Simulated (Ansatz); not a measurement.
Born–Oppenheimer molecular dynamics of Al$_{2}$FH$_{3}$OS (8 atoms, charge 0, multiplicity 1). It starts from a relaxed structure.

The calculation used Ansatz, RKS CAM-B3LYP-D4/STO-3G.

```yaml
ensemble: NVT, Langevin thermostat
time_step: 0.5 fs
steps_asked: 193
set_temperature: 300 K
friction: 0.005 /fs
seed: 380498
```

Frames 2.5 fs apart, positions in Å, forces in eV/Å.

Velocities at 0.0 fs (Å/ps):

```
O -3.23 5.62 3.60
Al 4.39 -1.74 -6.05
S -0.55 -1.83 0.54
Al -3.65 -0.71 0.02
F 1.48 2.09 3.48
H 1.73 -6.08 27.12
H 18.00 -14.62 10.01
H 1.42 15.66 -15.47
```

```xyz
8
Properties=species:S:1:pos:R:3:forces:R:3 time_fs=0.0 energy_less_start_eV=0.000 T=262
O -1.809 -1.107 0.380 -0.01 -0.01 0.00
Al -0.555 0.012 0.133 -0.01 -0.01 0.00
S -1.141 2.015 0.490 0.01 0.00 0.00
Al 1.524 -0.789 -0.546 0.01 0.01 0.00
F 2.708 -0.999 0.553 0.00 -0.01 0.00
H -2.643 -0.604 0.666 0.01 0.01 0.00
H 0.067 2.549 0.215 0.00 0.00 0.00
H 1.940 -1.134 -1.946 0.00 0.00 0.00
8
Properties=species:S:1:pos:R:3:forces:R:3 time_fs=2.5 energy_less_start_eV=0.031 T=212
O -1.816 -1.095 0.389 0.36 -0.14 -0.11
Al -0.545 0.008 0.117 -0.80 0.05 0.30
S -1.141 2.010 0.491 0.69 0.07 -0.15
Al 1.517 -0.791 -0.546 0.78 -0.18 -0.31
F 2.712 -0.995 0.562 -0.36 0.03 -0.35
H -2.642 -0.615 0.726 -0.02 0.21 -0.01
H 0.105 2.516 0.247 -0.53 -0.09 0.10
H 1.940 -1.097 -1.980 -0.12 0.07 0.53
8
Properties=species:S:1:pos:R:3:forces:R:3 time_fs=5.0 energy_less_start_eV=0.072 T=184
O -1.824 -1.086 0.398 0.50 -0.12 -0.14
Al -0.537 0.003 0.102 -1.47 0.06 0.59
S -1.139 2.004 0.493 0.71 -0.07 -0.16
Al 1.510 -0.793 -0.547 1.29 -0.23 -0.18
F 2.713 -0.991 0.569 -0.64 0.05 -0.61
H -2.638 -0.623 0.791 0.15 0.25 -0.11
H 0.120 2.483 0.280 -0.45 0.04 0.08
H 1.937 -1.056 -1.987 -0.09 0.01 0.53
8
Properties=species:S:1:pos:R:3:forces:R:3 time_fs=7.5 energy_less_start_eV=0.111 T=156
O -1.832 -1.081 0.408 0.53 0.00 -0.11
Al -0.532 -0.001 0.088 -1.93 -0.01 0.81
S -1.134 1.997 0.495 0.01 -0.37 -0.06
Al 1.507 -0.794 -0.549 1.39 -0.12 0.57
F 2.712 -0.987 0.575 -0.81 0.05 -0.77
H -2.629 -0.624 0.850 0.36 0.22 -0.25
H 0.111 2.456 0.318 0.31 0.38 -0.04
H 1.927 -1.013 -1.962 0.14 -0.15 -0.16
8
Properties=species:S:1:pos:R:3:forces:R:3 time_fs=10.0 energy_less_start_eV=0.147 T=122
O -1.838 -1.075 0.417 0.90 -0.11 -0.30
Al -0.531 -0.003 0.075 -2.09 -0.12 0.92
S -1.130 1.990 0.497 -0.04 -0.31 -0.05
Al 1.506 -0.795 -0.549 1.31 -0.01 1.07
F 2.710 -0.981 0.578 -0.82 0.03 -0.75
H -2.602 -0.614 0.895 0.06 0.38 -0.11
H 0.117 2.447 0.351 0.36 0.40 -0.05
H 1.933 -0.976 -1.939 0.32 -0.25 -0.74
8
Properties=species:S:1:pos:R:3:forces:R:3 time_fs=12.5 energy_less_start_eV=0.126 T=168
O -1.842 -1.069 0.426 1.09 -0.27 -0.47
Al -0.535 -0.006 0.065 -1.78 -0.17 0.86
S -1.127 1.981 0.499 0.49 0.06 -0.08
Al 1.509 -0.796 -0.549 1.22 0.04 0.57
F 2.703 -0.975 0.579 -0.65 -0.02 -0.57
H -2.561 -0.578 0.926 -0.34 0.48 0.10
H 0.136 2.460 0.379 -0.25 0.10 0.00
H 1.965 -0.948 -1.948 0.21 -0.22 -0.42
8
Properties=species:S:1:pos:R:3:forces:R:3 time_fs=15.0 energy_less_start_eV=0.108 T=151
O -1.841 -1.063 0.432 0.13 0.14 0.12
Al -0.543 -0.009 0.056 -1.12 -0.15 0.67
S -1.123 1.971 0.500 0.62 0.34 -0.04
Al 1.516 -0.796 -0.549 1.05 0.09 -0.46
F 2.695 -0.972 0.578 -0.35 -0.08 -0.28
H -2.533 -0.522 0.958 0.21 -0.13 -0.37
H 0.142 2.475 0.410 -0.47 -0.07 -0.01
H 2.002 -0.927 -1.980 -0.07 -0.15 0.37
8
Properties=species:S:1:pos:R:3:forces:R:3 time_fs=17.5 energy_less_start_eV=0.114 T=146
O -1.839 -1.060 0.438 -0.04 0.03 0.16
Al -0.554 -0.014 0.050 -0.35 -0.14 0.41
S -1.118 1.963 0.502 0.17 0.38 0.04
Al 1.523 -0.796 -0.550 0.67 0.23 -1.06
F 2.687 -0.969 0.575 -0.02 -0.14 0.05
H -2.492 -0.482 0.967 -0.09 -0.20 -0.24
H 0.128 2.484 0.434 -0.12 -0.02 -0.06
H 2.040 -0.900 -1.992 -0.22 -0.14 0.70
8
Properties=species:S:1:pos:R:3:forces:R:3 time_fs=20.0 energy_less_start_eV=0.133 T=137
O -1.836 -1.059 0.441 -0.07 -0.41 0.01
Al -0.566 -0.022 0.045 0.51 0.00 0.13
S -1.115 1.956 0.503 -0.60 0.18 0.11
Al 1.532 -0.797 -0.554 0.00 0.44 -0.88
F 2.680 -0.966 0.572 0.31 -0.20 0.40
H -2.455 -0.461 0.968 -0.60 0.00 0.10
H 0.104 2.491 0.450 0.56 0.19 -0.11
H 2.071 -0.873 -1.965 -0.10 -0.18 0.23
8
Properties=species:S:1:pos:R:3:forces:R:3 time_fs=22.5 energy_less_start_eV=0.170 T=120
O -1.834 -1.061 0.443 -0.85 -0.18 0.50
Al -0.577 -0.029 0.038 1.22 0.17 -0.09
S -1.112 1.950 0.505 -0.62 0.26 0.13
Al 1.541 -0.797 -0.560 -0.72 0.60 -0.35
F 2.674 -0.962 0.569 0.55 -0.25 0.70
H -2.448 -0.440 0.977 -0.23 -0.49 -0.24
H 0.102 2.502 0.473 0.50 0.09 -0.12
H 2.097 -0.858 -1.928 0.14 -0.22 -0.52
8
Properties=species:S:1:pos:R:3:forces:R:3 time_fs=25.0 energy_less_start_eV=0.183 T=133
O -1.836 -1.063 0.448 -0.77 -0.41 0.36
Al -0.585 -0.035 0.030 1.50 0.23 -0.15
S -1.111 1.944 0.509 0.16 0.68 0.13
Al 1.548 -0.795 -0.567 -0.97 0.63 -0.49
F 2.669 -0.959 0.567 0.70 -0.26 0.91
H -2.453 -0.449 0.974 -0.38 -0.31 -0.10
H 0.124 2.519 0.496 -0.34 -0.35 -0.13
H 2.139 -0.857 -1.921 0.09 -0.20 -0.53
8
Properties=species:S:1:pos:R:3:forces:R:3 time_fs=27.5 energy_less_start_eV=0.180 T=129
O -1.840 -1.067 0.456 -0.33 -0.76 0.00
Al -0.591 -0.041 0.022 1.40 0.23 -0.09
S -1.111 1.941 0.512 0.37 0.73 0.12
Al 1.554 -0.791 -0.575 -0.71 0.56 -1.22
F 2.664 -0.955 0.567 0.72 -0.26 0.99
H -2.477 -0.479 0.967 -0.61 0.09 0.16
H 0.132 2.518 0.517 -0.55 -0.47 -0.15
H 2.197 -0.864 -1.944 -0.31 -0.13 0.17
```

Of the whole run (96 fs, mean temperature of the second half 302 K): A run of 0.097 ps of so small a system gives no equilibrium averages. Limits of this set-up: minimal basis.

Time of the run: 6 min on 1 thread of Arm Neoverse V2, on a shared host, peak memory 0.11 GiB.
